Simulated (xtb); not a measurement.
Input for xtb: GFN2-xTB on ZnSi, 2S+1 = 3, a spin state set in the input, which need not be the lowest, a point of a bond scan (R = 2.226 Å).

```
$ xtb mol.xyz --gfn 2 --sp --chrg 0 --uhf 2
2

Zn     0.00000000     0.00000000     0.00000000
Si     0.00000000     0.00000000     2.22553300
```

Program output:

```
[...]
           -------------------------------------------------
          |                Calculation Setup                |
           -------------------------------------------------



           -------------------------------------------------
          |                 G F N 2 - x T B                 |
           -------------------------------------------------

        Reference                      10.1021/acs.jctc.8b01176
      * Hamiltonian:
        H0-scaling (s, p, d)           1.850000    2.230000    2.230000
        zeta-weighting                 0.500000
      * Dispersion:
        s8                             2.700000
        a1                             0.520000
        a2                             5.000000
        s9                             5.000000
      * Repulsion:
        kExp                           1.500000    1.000000
        rExp                           1.000000
      * Coulomb:
        alpha                          2.000000
        third order                    shell-resolved
        anisotropic                    true
        a3                             3.000000
        a5                             4.000000
        cn-shift                       1.200000
        cn-exp                         4.000000
        max-rad                        5.000000


          ...................................................
          :                      SETUP                      :
          :.................................................:
          :  # basis functions                  14          :
          :  # atomic orbitals                  13          :
          :  # shells                            5          :
          :  # electrons                         6          :
          :  max. iterations                   250          :
          :  Hamiltonian                  GFN2-xTB          :
          :  restarted?                      false          :
          :  GBSA solvation                  false          :
          :  PC potential                    false          :
          :  electronic temp.          300.0000000     K    :
          :  accuracy                    1.0000000          :
          :  -> integral cutoff          0.2500000E+02      :
          :  -> integral neglect         0.1000000E-07      :
          :  -> SCF convergence          0.1000000E-05 Eh   :
          :  -> wf. convergence          0.1000000E-03 e    :
          :  Broyden damping             0.4000000          :
          :  net charge                          0          :
          :  unpaired electrons                  2          :
          ...................................................

 iter      E             dE          RMSdq      gap      omega  full diag
   1     -2.1455854 -0.214559E+01  0.478E+01    1.04       0.0  T
   2     -2.1020191  0.435663E-01  0.185E+01    1.47       1.0  T
   3     -1.8537986  0.248220E+00  0.269E+01    0.98       1.0  T
   4     -2.1612721 -0.307473E+00  0.552E+00    1.08       1.0  T
   5     -2.1557405  0.553159E-02  0.652E+00    1.06       1.0  T
   6     -2.1625653 -0.682483E-02  0.140E+00    1.17       1.0  T
   7     -2.1651272 -0.256184E-02  0.854E-01    1.22       1.0  T
   8     -2.1651827 -0.555537E-04  0.281E-01    1.21       1.0  T
   9     -2.1651828 -0.954192E-07  0.989E-02    1.21       1.0  T
  10     -2.1651830 -0.219538E-06  0.573E-02    1.21       1.2  T
  11     -2.1651832 -0.173473E-06  0.571E-03    1.20      12.4  T
  12     -2.1651832 -0.234745E-09  0.431E-04    1.20     164.2  T
  13     -2.1651832 -0.251600E-09  0.173E-05    1.20    4084.8  T

   *** convergence criteria satisfied after 13 iterations ***

         #    Occupation            Energy/Eh            Energy/eV
      -------------------------------------------------------------
         1        2.0000           -0.5276443             -14.3579
         2        2.0000           -0.2927135              -7.9651
         3        1.0000           -0.2134437              -5.8081
         4        1.0000           -0.2134437              -5.8081 (HOMO)
         5                         -0.1691991              -4.6041 (LUMO)
         6                         -0.0433400              -1.1793
         7                         -0.0433400              -1.1793
         8                         -0.0174357              -0.4744
         9                         -0.0174357              -0.4744
       ...                                ...                  ...
        13                          0.8305609              22.6007
      -------------------------------------------------------------
                  HL-Gap            0.0442446 Eh            1.2040 eV
             Fermi-level           -0.2220416 Eh           -6.0421 eV

 transition dipole moment (au) for excitation:           3           4
     X       Y       Z
   0.0000  -0.0000  -0.0000  total (au/Debye):    0.000   0.000
 dE (eV)             :    0.000
 oscillator strength :  0.64986E-47

 SCC (total)                   0 d,  0 h,  0 min,  0.004 sec
 SCC setup                      ...        0 min,  0.000 sec (  3.523%)
 Dispersion                     ...        0 min,  0.000 sec (  1.429%)
 classical contributions        ...        0 min,  0.000 sec (  0.664%)
 integral evaluation            ...        0 min,  0.000 sec ( 12.206%)
 iterations                     ...        0 min,  0.002 sec ( 54.560%)
 molecular gradient             ...        0 min,  0.000 sec ( 10.025%)
 printout                       ...        0 min,  0.001 sec ( 17.160%)

         :::::::::::::::::::::::::::::::::::::::::::::::::::::
         ::                     SUMMARY                     ::
         :::::::::::::::::::::::::::::::::::::::::::::::::::::
         :: total energy              -2.156745362700 Eh    ::
         :: gradient norm              0.025784398826 Eh/a0 ::
         :: HOMO-LUMO gap              1.203956885127 eV    ::
         ::.................................................::
         :: SCC energy                -2.165183223092 Eh    ::
         :: -> isotropic ES            0.003494440226 Eh    ::
         :: -> anisotropic ES         -0.000337009873 Eh    ::
         :: -> anisotropic XC          0.001867594201 Eh    ::
         :: -> dispersion             -0.000887492656 Eh    ::
         :: repulsion energy           0.008437860392 Eh    ::
         :: add. restraining           0.000000000000 Eh    ::
         :: total charge               0.000000000077 e     ::
         :::::::::::::::::::::::::::::::::::::::::::::::::::::

           -------------------------------------------------
          |                Property Printout                |
           -------------------------------------------------

    * Orbital Energies and Occupations

         #    Occupation            Energy/Eh            Energy/eV
      -------------------------------------------------------------
         1        2.0000           -0.5276443             -14.3579
         2        2.0000           -0.2927135              -7.9651
         3        1.0000           -0.2134437              -5.8081
         4        1.0000           -0.2134437              -5.8081 (HOMO)
         5                         -0.1691991              -4.6041 (LUMO)
         6                         -0.0433400              -1.1793
         7                         -0.0433400              -1.1793
         8                         -0.0174357              -0.4744
         9                         -0.0174357              -0.4744
        10                          0.0200220               0.5448
        11                          0.0372321               1.0131
        12                          0.0372321               1.0131
        13                          0.8305609              22.6007
Note: The following floating-point exceptions are signalling: IEEE_DENORMAL
normal termination of xtb
      -------------------------------------------------------------
                  HL-Gap            0.0442446 Eh            1.2040 eV
             Fermi-level           -0.2220416 Eh           -6.0421 eV

     #   Z          covCN         q      C6AA      α(0)
     1  30 Zn       0.934    -0.003   165.529    27.194
     2  14 Si       0.934     0.003   246.637    34.125

 Mol. C6AA /au·bohr⁶  :        814.982576
 Mol. C8AA /au·bohr⁸  :      60630.752433
 Mol. α(0) /au        :         61.318854


Wiberg/Mayer (AO) data.
largest (>0.10) Wiberg bond orders for each atom

 ---------------------------------------------------------------------------
     #   Z sym  total        # sym  WBO       # sym  WBO       # sym  WBO
 ---------------------------------------------------------------------------
     1  30 Zn   1.471 --     2 Si   1.471
     2  14 Si   1.471 --     1 Zn   1.471
 ---------------------------------------------------------------------------

Topologies differ in total number of bonds
Writing topology from bond orders to xtbtopo.mol

molecular dipole:
                 x           y           z       tot (Debye)
 q only:        0.000       0.000       0.013
   full:       -0.000      -0.000      -0.640       1.627
molecular quadrupole (traceless):
                xx          xy          yy          xz          yz          zz
 q only:       -0.026       0.000      -0.026       0.000       0.000       0.053
  q+dip:        0.895       0.000       0.895      -0.000      -0.000      -1.791
   full:        2.915      -0.000       2.915      -0.000      -0.000      -5.830


           -------------------------------------------------
          | TOTAL ENERGY               -2.156745362700 Eh   |
          | GRADIENT NORM               0.025784398826 Eh/α |
          | HOMO-LUMO GAP               1.203956885127 eV   |
           -------------------------------------------------

------------------------------------------------------------------------
------------------------------------------------------------------------
 total:
 SCF:
```

The run finished.

Cost: about 0.06 core-seconds (a rough figure).
